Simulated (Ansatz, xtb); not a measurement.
Species: C2H4N (charge 0, doublet). It need not be the lowest isomer of its formula. 
Coordinates optimised at B3LYP-D3(BJ)/def2-TZVP (Ansatz, a program for electronic structure):
```xyz
7

C      1.0759    -0.4011    -0.0139
N     -0.1232     0.3974     0.1557
C     -1.2726     0.1063    -0.1449
H      1.7804     0.1518    -0.6362
H      1.5399    -0.5489     0.9618
H      0.8639    -1.3706    -0.4709
H     -2.1415     0.7548     0.0087
```
Charge 0, spin multiplicity 2.

Harmonic wavenumbers from GFN2-xTB (xtb, at its own minimum), cm⁻¹: 136, 385, 663, 931, 1042, 1101, 1155, 1386, 1449, 1459, 1899, 2915, 2983, 2996, 3006.

**Question.** Give the harmonic wavenumbers at B3LYP-D3(BJ)/def2-TZVP (Ansatz, finite differences of forces, unscaled).

**Answer.** 159, 396, 670, 919, 1066, 1139, 1159, 1434, 1485, 1489, 1852, 3015, 3026, 3099, 3105 cm⁻¹. Zero-point energy 34.3 kcal/mol.

**Question.** From these and the geometry, give the ideal-gas thermochemistry at 298.15 K and 1 atm (rigid rotor, harmonic oscillator).

**Answer.** Point group Cs, rotational symmetry number 1. Rotational constants 80.94, 10.32, 9.705 GHz. S(trans) 37.14, S(rot) 21.21, S(vib) 4.23, S(elec, spin only) 1.38, S 63.9 cal/(mol K). H(298) - H(0) 3.13 kcal/mol; G - E(el) 18.4 kcal/mol.
